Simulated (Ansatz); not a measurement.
Reaction (silylene formation by 1,1-elimination): `O[SiH]([SiH3])[SeH]` → `O[SiH]` + `[SiH3][SeH]`

Gas-phase electronic energies from Ansatz, PBE0-D4/def2-TZVP geometries. CCSD(T)/CBS adds triple-zeta CCSD(T) − MP2 to the extrapolated MP2 energy (def2 sets, frozen cores). This one scheme is used for every species. Functionals use def2-TZVPP. B3LYP here is the variant with VWN-RPA as its local correlation; programs differ in this. For Se outer-core shells are correlated without core-valence functions, which leaves a few kJ/mol of doubt a bond. Scalar relativity is left out up to krypton. Each species was taken in one conformer, which may not be the lowest.

`O[SiH]([SiH3])[SeH]`:

Z-matrix (Å, degrees):
```
Si
Si 1 2.341
Se 1 2.287 2 106.7
O 1 1.648 2 113.1 3 -125.6
H 1 1.482 2 113.4 3 115.2
H 2 1.491 1 108.4 3 55.8
H 2 1.486 1 109.8 3 -62.9
H 2 1.488 1 112.0 3 175.5
H 3 1.469 1 93.3 2 -34.2
H 4 0.959 1 117.6 2 71.5
```

`O[SiH]`:

Cartesian coordinates in Å:
```
O 0.728 0.181 0.204
Si -0.804 -0.429 0.035
H 1.227 -0.207 0.928
H -1.151 0.455 -1.167
```

`[SiH3][SeH]`:

Z-matrix (Å, degrees):
```
Si
Se 1 2.279
H 1 1.484 2 111.4
H 1 1.484 2 111.5 3 -122.1
H 1 1.483 2 104.9 3 119.0
H 2 1.469 1 93.0 3 60.4
```

```tsv
level	ΔE (kJ/mol)	difference from CCSD(T)/CBS
PBE-D4	203.1	9.7
r2SCAN-D4	213.7	20.3
PBE0-D4	211.6	18.2
B3LYP-D4	189.3	-4.1
ωB97X-V	201.2	7.8
ωB97M-V	182.5	-10.9
B2PLYP	182.0	-11.4
PBE	192.2	-1.2
r2SCAN	210.8	17.4
PBE0	201.8	8.4
B3LYP	171.6	-21.8
HF/def2-TZVPP	169.8	-23.6
MP2/def2-TZVPP	198.6	5.2
SCS-MP2/def2-TZVPP	185.7	-7.7
CCSD/def2-TZVPP	182.2	-11.2
CCSD(T)/def2-TZVPP	186.1	-7.3
HF/def2-QZVPP	169.2	-24.2
MP2/def2-QZVPP	202.5	9.1
SCS-MP2/def2-QZVPP	189.9	-3.5
HF/CBS(def2)	169.1	-24.3
MP2/CBS(def2)	205.9	12.5
CCSD/CBS(def2)	189.5	-3.9
CCSD(T)/CBS	193.4	0
```

Largest T1 diagnostic among the species: 0.016.

The D4 term adds +17.7 kJ/mol with B3LYP and +9.8 kJ/mol with PBE0; it sums over pairs of atoms, weighted by their polarisabilities, and B3LYP, whose exchange is more repulsive, gets the larger term. From PBE to PBE0 (25 % exact exchange), in def2-TZVPP and without D4, ΔE moves by +9.7 kJ/mol.
